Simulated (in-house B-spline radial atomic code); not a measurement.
The numbers below are computed, except where a source is named.
# Ghost states of the separable form: Co

Co, [Ar] 3d7 4s2, non-relativistic PBE, spherical and spin-unpolarised, from a B-spline radial code for spherical atoms (atomic units; all potentials screened as in the neutral atom).

Troullier-Martins channels: 4s (ε = -0.1972, r_c = 2.009 bohr), 3d (ε = -0.3127, r_c = 1.645 bohr). In the Kleinman-Bylander form one channel serves as the local potential, and each other channel l becomes |δV u><u δV|/<u|δV|u>, with δV = V_l − V_local and u the pseudo-orbital. Its strength is E_KB = <u|δV²|u>/<u|δV|u>. By the analysis of Gonze, Stumpf and Scheffler a spurious state lies below the reference level ε if E_KB > 0 and ε is above the second level of the local potential alone, or if E_KB < 0 and ε is above its first. The table's levels are those of angular momentum l in a sphere of 9 bohr, whose wall can lift a shallow ε a little above its free-atom value.

```
local  channel  <u δV u>  <u δV² u>        ε  first local level  second local level
    s        d   -6.8328       82.5  -0.3127             0.1020              0.3392
    d        s   0.19521     1.2847  -0.1968           -10.7355             -1.0326
```

(1) Apply the rule to each row.

Diagonalising the separable Hamiltonian gives:

| local | channel | three lowest levels | all-electron, two lowest valence levels |
| --- | --- | --- | --- |
| s | d | -0.3127, 0.1141, 0.3801 | -0.3127, 0.1124 |
| d | s | -6.6757, -0.1968, 0.0873 | -0.1968, 0.0877 |

(2) Which choices of local channel are safe?

Results:

(1) Local s, channel d: E_KB = -12.1, so ε = -0.3127 is set against 0.1020: no ghost. Local d, channel s: E_KB = +6.58, so ε = -0.1968 is set against -1.0326: a ghost.

(2) Free of ghosts: s. With d local the s channel has a ghost 6.48 hartree below ε, since the local potential binds more than one state below ε, and a repulsive term of rank one raises each level at most to the next, so it clears only one of them. Among the safe choices the second level, which tests transfer, is off by at most 1.7 millihartree (s local).
